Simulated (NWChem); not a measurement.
Species: MoO$_{2}$ClF; SMILES [Cl][Mo](=[O])([F])=[O]

Results from NWChem. Medium grid unless said otherwise, to which SCAN and Minnesota functionals are sensitive. Structure relaxed at the PBE0/def2-SVP level. def2 effective core potentials on Mo; no spin-orbit coupling.

**Question.** What does the run give for M06-2X/def2-SVP? Quantities: highest occupied level (eV); orbital gap (eV); dipole (D).

**Answer.** The highest occupied level (eV) is -11.49. The orbital gap (eV) comes out as 8.80 and the dipole (D) is 0.97.
